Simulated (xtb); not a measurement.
YCl2, SMILES [Cl][Y+][Cl], charge +1. All values are semi-empirical tight-binding results from xtb (GFN2-xTB unless named), good for trends rather than for accurate numbers. Geometry: GFN2-xTB. The spin state was assumed, not searched. The isomer is the one that the SMILES or the coordinates give; other isomers of the formula were not compared.

Optimised geometry:

```xyz
3

Y      0.0000     0.0000     0.8057
Cl     0.0000     1.7526    -0.9242
Cl     0.0000    -1.7526    -0.9242
```
Charge +1, spin multiplicity 1.

For metal compounds this method's bond lengths and energies can be far off.

```yaml
point_group_as_xtb_finds_it: C2v
orbital_gap: 1.10 eV
zero_point_energy: 0.8 kcal/mol
G − E(el) at 298.15 K (modified RRHO): -17.8 kcal/mol
```

Task: Give the atomic charges and the Wiberg bond orders between heavy atoms. (The exact figures need the calculation; the answer reports its results.)

Result: charges (e) Y1 0.69, Cl2 0.15, Cl3 0.15. Bond orders Y1–Cl2 1.08, Y1–Cl3 1.08, Cl2–Cl3 0.50.
